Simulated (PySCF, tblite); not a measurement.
Isomers of C5H14SSi2, one GFN2-xTB conformer each. Single-point energies are computed at PBE0/pcSseg-1 (PySCF, gas phase, no added dispersion term), electronic only.

Task: Rank them by PBE0/pcSseg-1 energy, lowest first (kJ/mol).
A. `[CH3:1][S:2][CH2:3][Si@@H:4]1[CH2:5][CH2:6][CH2:7][SiH2:8]1` with C1–S2–C3–Si4 -179°, S2–C3–Si4–C5 -179°, C3–Si4–C5–C6 -96°, Si4–C5–C6–C7 -50°, C5–C6–C7–Si8 54°, C6–C7–Si8–Si4 -30°
B. `[CH3:1][CH2:2]/[CH:3]=[CH:4]/[SiH2:5][S:6][SiH2:7][CH3:8]` with C1–C2–C3–C4 -119°, C3–C4–Si5–S6 -152°, C4–Si5–S6–Si7 -177°, Si5–S6–Si7–C8 -171°

Result: B (0.0), A (87.9).

As drawn, the lower has a C=C bond outside aromatic rings, which the higher lacks; the higher has an Si–Si bond, which the lower lacks. GFN2-xTB itself gives, in the same order: 0.0, 144.3. Both levels put the same isomer lowest.

Task: Which frontier levels, dipoles and rotational constants go with these structures?

Result: 
```json
{"SMILES": "CC/C=C/[SiH2]S[SiH2]C", "HOMO (eV, PBE0/pcSseg-1)": "-7.02", "LUMO (eV)": "-0.40", "dipole (D)": "1.10", "A, B, C (MHz)": "4356, 339.4, 328.2"}
{"SMILES": "CSC[Si@@H]1CCC[SiH2]1", "HOMO (eV, PBE0/pcSseg-1)": "-6.29", "LUMO (eV)": "0.05", "dipole (D)": "2.12", "A, B, C (MHz)": "2378, 577.7, 520.7"}
```

Task: What happens when harmonic zero-point energies from GFN2-xTB frequencies are added?

Result: 
```tsv
SMILES	ZPE (kJ/mol)	electronic (kJ/mol)	with ZPE (kJ/mol)
CC/C=C/[SiH2]S[SiH2]C	444.0	0.0	0.0
CSC[Si@@H]1CCC[SiH2]1	453.2	87.9	97.1
```

The zero-point energies span 9.2 kJ/mol. The order is unchanged.
